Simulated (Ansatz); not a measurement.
Computed with Ansatz on PBE0-D4/def2-TZVP structures; ΔE is electronic, products minus reactants. CCSD(T)/CBS is the MP2 limit (def2-TZVPP, def2-QZVPP) plus CCSD(T) − MP2 in def2-TZVPP, frozen cores. This one scheme is used for every species. DFT in def2-TZVPP. B3LYP here is the variant with VWN-RPA as its local correlation; programs differ in this. Each species was taken in one conformer, which may not be the lowest.

Reaction (ligand exchange at the Si–N bond): `CN[SiH2]CN` + CH₃OH → `CO[SiH2]CN` + CH₃NH₂

```
             level  ΔE (kcal/mol)
         r2SCAN-D4          -11.0
          B3LYP-D4          -11.1
           ωB97X-V          -10.9
           ωB97M-V          -10.8
SCS-MP2/def2-TZVPP          -11.3
CCSD(T)/def2-TZVPP          -11.0
SCS-MP2/def2-QZVPP          -11.2
      HF/CBS(def2)          -13.2
```

**Question.** What does CCSD(T)/CBS give? (Estimate.)

**Answer.** The calculation gave: -10.7 kcal/mol. The listed levels differ from it by -0.3, -0.4, -0.2, -0.1, -0.6, -0.3, -0.5, -2.5 kcal/mol.

Largest T1 diagnostic among the species: 0.010.

In def2-TZVPP, CCSD(T) changes the Hartree–Fock value by +2.2 kcal/mol (the triples alone add +0.2 kcal/mol) and MP2 by +2.4 kcal/mol.
